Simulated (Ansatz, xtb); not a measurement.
**C4H6BNOS: which of two isomers lies lower**

We compare X, `Bc1cnc(OC)s1`, a singlet, with Y, `Bc1ncsc1OC`, a singlet. Both are isolated molecules in the gas phase, relaxed with B3LYP-D3(BJ)/def2-SVP; each stands in its lowest conformer found.

Question: Estimate E(Y) − E(X) at the level CCSD(T)/def2-SVP + ΔMP2/def2-TZVPP.

Answer: Calculated at CCSD(T)/def2-SVP + ΔMP2/def2-TZVPP: E(Y) − E(X) = +14.1 kcal/mol, so structure X lies lower.

Level by level:

```tsv
level	geometry	E(Y) − E(X) (kcal/mol)	departure from the last row (kcal/mol)	job, with rough time for the two
GFN2-xTB	GFN2-xTB	+7.1	−6.9	optimisation, 0.14 s
HF/STO-3G	GFN2-xTB	+10.5	−3.6	single point, 0.56 s
r2SCAN-D4/def2-SVP	GFN2-xTB	+13.8	−0.3	single point, 7.2 s
B3LYP-D3(BJ)/def2-SVP	B3LYP-D3(BJ)/def2-SVP	+13.3	−0.8	optimisation, 61 s
HF/def2-SVP	B3LYP-D3(BJ)/def2-SVP	+17.8	+3.7	part of the CCSD(T) run
MP2/def2-SVP	B3LYP-D3(BJ)/def2-SVP	+13.5	−0.6	part of the CCSD(T) run
CCSD(T)/def2-SVP	B3LYP-D3(BJ)/def2-SVP	+13.7	−0.3	single point
CCSD(T)/def2-SVP + ΔMP2/def2-TZVPP	B3LYP-D3(BJ)/def2-SVP	+14.1		single point, 2.9 min
```

As drawn, both hold the same kinds of bond in the same numbers.

None of the levels shown reverses the order. The largest departure from CCSD(T)/def2-SVP + ΔMP2/def2-TZVPP is that of GFN2-xTB, 6.9 kcal/mol. The last row adds to CCSD(T) the change of the MP2 difference between the two basis sets, here +0.3 kcal/mol.

With thermal terms from frequencies at re-optimised GFN2-xTB minima (ideal gas, soft modes damped towards free rotors, one conformer each, 298.15 K, 1 atm): the zero-point term adds −0.2 kcal/mol; ΔH is +13.8 and ΔG +14.0 kcal/mol.

The correlated steps freeze 12 core orbitals. Run with Ansatz 0.2.0, xtb 6.7.1; the last row on 2 threads of Arm Neoverse V2 on a shared host.
